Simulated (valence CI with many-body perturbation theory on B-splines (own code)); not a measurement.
**Rb³¹⁺: calculated level list**

Calculated by configuration interaction combined with many-body perturbation theory (CI+MBPT): four valence electrons over a frozen Dirac-Fock core [He], a basis of 11 s, 11 p, 10 d, 8 f, 5 g, 2 h functions for each j, with the one-electron correlation potential Σ1 (screened to all orders), the two-electron term Σ2, the three-electron term Σ3, Breit, model QED; selected single and double excitations, second order for the rest, scaled by the run's own slope (own B-spline code, finite nucleus).

No measured spectrum was set against this ion. As an estimate, large intervals hold to a few tenths of a per cent, small ones and those within an open d or f shell to about a per cent. Among the levels kept, up to 1100 cm⁻¹ of a level comes from second order outside the variational space, and about a tenth of that is noise between levels of different J, which matters for small intervals.

Levels 91 to 135 of 194, with energies above the lowest level, (2s^2 2p1/2^2) J=0. "Leading %" is the weight of the configuration and term that name the level; weights of strongly mixed levels are sums over their largest components and can fall short. In the jj column 3d3/2^4 stands for four electrons in 3d with j = 3/2. Lifetimes count E1, E2, E3, M1 and M2 decay at the calculated energies, and are blank where another channel may lead or the interval is too uncertain; long ones can be off by a factor of two.

| No. | Configuration | Term | J | E (eV) | Leading % | Second component | Lifetime | Leading jj |
| --- | --- | --- | --- | --- | --- | --- | --- | --- |
| 91 | 2s 2p2 3p | 3F° | 3 | 2393.6 | 58 | 21 % 2s 2p2 3p 3D° | 96.9 fs | 2s 2p1/2 2p3/2 3p3/2 (90 %) |
| 92 | 2s 2p2 3d | 5F | 5 | 2393.6 | 71 | 29 % 2s 2p2 3d 3G | 338 ps | 2s 2p1/2 2p3/2 3d5/2 (86 %) |
| 93 | 2s 2p2 3p | 3D° | 2 | 2395.3 | 32 | 20 % 2s 2p2 3p 3P° | 83.4 fs | 2s 2p1/2 2p3/2 3p3/2 (89 %) |
| 94 | 2s 2p2 3d | 3P | 1 | 2395.9 | 40 | 32 % 2s 2p2 3d 3D | 18.1 fs | 2s 2p1/2 2p3/2 3d5/2 (89 %) |
| 95 | 2s 2p2 3d | 5D | 3 | 2398.8 | 41 | 22 % 2s 2p2 3d 3D | 12.9 fs | 2s 2p1/2 2p3/2 3d3/2 (48 %) |
| 96 | 2s 2p2 3d | 5P | 2 | 2399.3 | 48 | 21 % 2s 2p2 3d 5D | 9.77 fs | 2s 2p1/2 2p3/2 3d3/2 (76 %) |
| 97 | 2s 2p2 3d | 5P | 1 | 2401.0 | 64 | 13 % 2s 2p2 3d 3P | 8.34 fs | 2s 2p1/2 2p3/2 3d3/2 (80 %) |
| 98 | 2s 2p2 3p | 3P° | 1 | 2401.4 | 46 | 27 % 2s 2p2 3p 3D° | 105 fs | 2s 2p1/2 2p3/2 3p3/2 (91 %) |
| 99 | 2s 2p2 3p | 3P° | 0 | 2401.8 | 90 | 9 % 2s 2p2 3p 1S° | 1.54 ps | 2s 2p1/2 2p3/2 3p3/2 (94 %) |
| 100 | 2s 2p2 3p | 3D° | 2 | 2403.8 | 50 | 20 % 2s 2p2 3p 1D° | 93.5 fs | 2s 2p1/2 2p3/2 3p3/2 (78 %) |
| 101 | 2s 2p2 3p | 3P° | 1 | 2407.6 | 58 | 9 % 2s 2p2 3p 1P° | 165 fs | 2s 2p1/2 2p3/2 3p3/2 (78 %) |
| 102 | 2s 2p2 3d | 3D | 2 | 2410.4 | 35 | 18 % 2s 2p2 3d 3F | 21.2 fs | 2s 2p1/2 2p3/2 3d5/2 (71 %) |
| 103 | 2s 2p2 3d | 3D | 3 | 2411.6 | 66 | 17 % 2s 2p2 3d 1F | 13.9 fs | 2s 2p1/2 2p3/2 3d5/2 (66 %) |
| 104 | 2s 2p2 3d | 3F | 4 | 2413.4 | 56 | 22 % 2s 2p2 3d 1G | 12.2 fs | 2s 2p1/2 2p3/2 3d5/2 (57 %) |
| 105 | 2s 2p2 3d | 3P | 0 | 2413.7 | 78 | 14 % 2s 2p2 3d 1S | 14.1 fs | 2s 2p1/2 2p3/2 3d5/2 (78 %) |
| 106 | 2s 2p2 3d | 3D | 1 | 2414.0 | 52 | 18 % 2s 2p2 3d 3P | 14.4 fs | 2s 2p1/2 2p3/2 3d5/2 (73 %) |
| 107 | 2s 2p2 3p | 3P° | 2 | 2415.1 | 33 | 25 % 2s 2p2 3p 3D° | 137 fs | 2s 2p3/2^2 3p1/2 (81 %) |
| 108 | 2s 2p2 3p | 3D° | 3 | 2417.6 | 51 | 26 % 2s 2p2 3p 1F° | 45.8 fs | 2s 2p3/2^2 3p1/2 (84 %) |
| 109 | 2s 2p2 3s | 3S | 1 | 2417.7 | 54 | 24 % 2s 2p2 3s 3P | 56.4 fs | 2s 2p3/2^2 3s (79 %) |
| 110 | 2s 2p2 3s | 3P | 2 | 2420.5 | 74 | 10 % 2s 2p2 3s 1D | 71.0 fs | 2s 2p3/2^2 3s (88 %) |
| 111 | 2s 2p2 3s | 1P | 1 | 2422.2 | 61 | 14 % 2s 2p2 3s 3D | 47.8 fs | 2s 2p3/2^2 3s (87 %) |
| 112 | 2s 2p2 3p | 3D° | 3 | 2425.6 | 59 | 19 % 2s 2p2 3p 1F° | 98.1 fs | 2s 2p3/2^2 3p3/2 (85 %) |
| 113 | 2s 2p2 3p | 3F° | 4 | 2426.1 | 69 | 30 % 2s 2p2 3p 5D° | 18.7 ps | 2s 2p3/2^2 3p3/2 (86 %) |
| 114 | 2s 2p2 3d | 3G | 3 | 2427.6 | 65 | 19 % 2s 2p2 3d 1F | 246 fs | 2s 2p1/2 2p3/2 3d3/2 (95 %) |
| 115 | 2s 2p2 3s | 1S | 0 | 2428.0 | 71 | 25 % 2s 2p2 3s 3P | 116 fs | 2s 2p3/2^2 3s (92 %) |
| 116 | 2s 2p2 3p | 1P° | 1 | 2431.7 | 41 | 34 % 2s 2p2 3p 3P° | 35.6 fs | 2s 2p3/2^2 3p3/2 (80 %) |
| 117 | 2s 2p2 3d | 3F | 2 | 2432.5 | 60 | 22 % 2s 2p2 3d 1D | 18.3 fs | 2s 2p1/2 2p3/2 3d3/2 (80 %) |
| 118 | 2s 2p2 3d | 3G | 4 | 2436.3 | 51 | 27 % 2s 2p2 3d 3F | 70.1 fs | 2s 2p1/2 2p3/2 3d5/2 (92 %) |
| 119 | 2s 2p2 3d | 3F | 3 | 2437.9 | 34 | 31 % 2s 2p2 3d 3D | 18.3 fs | 2s 2p1/2 2p3/2 3d5/2 (89 %) |
| 120 | 2s 2p2 3d | 3D | 1 | 2438.5 | 64 | 26 % 2s 2p2 3d 1P | 53.3 fs | 2s 2p1/2 2p3/2 3d3/2 (86 %) |
| 121 | 2s 2p2 3d | 3D | 1 | 2439.5 | 44 | 28 % 2s 2p2 3d 1P | 9.77 fs | 2s 2p1/2 2p3/2 3d3/2 (60 %) |
| 122 | 2s 2p2 3p | 3P° | 2 | 2441.4 | 52 | 23 % 2s 2p2 3p 1D° | 40.3 fs | 2s 2p3/2^2 3p3/2 (89 %) |
| 123 | 2s 2p2 3d | 3D | 2 | 2442.8 | 35 | 30 % 2s 2p2 3d 3P | 11.0 fs | 2s 2p1/2 2p3/2 3d5/2 (59 %) |
| 124 | 2s 2p2 3d | 3F | 2 | 2444.1 | 46 | 20 % 2s 2p2 3d 1D | 9.06 fs | 2s 2p1/2 2p3/2 3d3/2 (55 %) |
| 125 | 2s 2p2 3d | 3P | 0 | 2444.5 | 77 | 20 % 2s 2p2 3d 1S | 10.7 fs | 2s 2p1/2 2p3/2 3d3/2 (91 %) |
| 126 | 2s 2p2 3d | 3P | 1 | 2446.4 | 50 | 26 % 2s 2p2 3d 3S | 13.0 fs | 2s 2p1/2 2p3/2 3d5/2 (68 %) |
| 127 | 2s 2p2 3d | 3F | 3 | 2446.7 | 45 | 20 % 2s 2p2 3d 1F | 13.5 fs | 2s 2p1/2 2p3/2 3d5/2 (80 %) |
| 128 | 2p3 3s | 5S° | 2 | 2449.0 | 50 | 30 % 2p3 3s 3P° | 236 fs | 2p1/2^2 2p3/2 3s (84 %) |
| 129 | 2s 2p2 3d | 3D | 2 | 2451.4 | 48 | 26 % 2s 2p2 3d 3P | 15.8 fs | 2s 2p1/2 2p3/2 3d5/2 (79 %) |
| 130 | 2p3 3s | 3S° | 1 | 2456.2 | 34 | 16 % 2p3 3s 3D° | 60.3 fs | 2p1/2^2 2p3/2 3s (65 %) |
| 131 | 2s 2p2 3p | 3P° | 0 | 2459.0 | 71 | 23 % 2s 2p2 3p 1S° | 3.86 ps | 2s 2p3/2^2 3p1/2 (82 %) |
| 132 | 2s 2p2 3p | 3P° | 1 | 2461.3 | 41 | 22 % 2s 2p2 3p 3D° | 68.2 fs | 2s 2p3/2^2 3p1/2 (85 %) |
| 133 | 2s 2p2 3p | 3D° | 2 | 2462.9 | 40 | 23 % 2s 2p2 3p 1D° | 111 fs | 2s 2p3/2^2 3p1/2 (86 %) |
| 134 | 2s 2p2 3p | 3S° | 1 | 2463.0 | 29 | 22 % 2s 2p2 3p 3P° | 55.4 fs | 2s 2p3/2^2 3p1/2 (69 %) |
| 135 | 2s 2p2 3d | 3F | 4 | 2465.1 | 63 | 20 % 2s 2p2 3d 5D | 30.8 fs | 2s 2p3/2^2 3d5/2 (80 %) |

Where two levels of one J and parity lie close, their mixing, g and order are uncertain.
